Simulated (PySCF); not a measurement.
Stepwise substitution at one centre (Si Br-SH). Gas-phase values, no solvent. One relaxed conformer stands for each flexible species; it need not be the lowest. Strings in code marks are SMILES.

Method: B3LYP-D3(BJ)/def2-TZVP (PySCF 2.14.0). All candidates: neutral, multiplicity 1. B3LYP has the VWN-RPA correlation part, as in Gaussian. Excitations are Tamm–Dancoff values on a coarser integration grid. The basis has no diffuse functions, so Rydberg states are missing or too high.

| Item | Value |
|---|---|
| T1 excitation (TDA) | 4.71 eV |
| LUMO | -1.75 eV |
| S1 excitation (TDA) | 5.03 eV |

**Question.** Say which member has these values.
A) `S[Si](S)(Br)Br` (H–S–Si–Br torsion 41°, Br–Si–S–H torsion 62°)
B) `S[Si](S)(S)Br`
C) `S[Si](Br)(Br)Br` (H–S–Si–Br torsion 60°)
D) `S[Si](S)(S)S`

**Answer.** C, `S[Si](Br)(Br)Br` (H–S–Si–Br torsion 60°). The others give `S[Si](S)(S)S`: 5.18 eV, -0.72 eV, 5.58 eV; `S[Si](S)(Br)Br` (H–S–Si–Br torsion 41°, Br–Si–S–H torsion 62°): 4.86 eV, -1.45 eV, 5.18 eV; `S[Si](S)(S)Br`: 4.98 eV, -1.08 eV, 5.33 eV
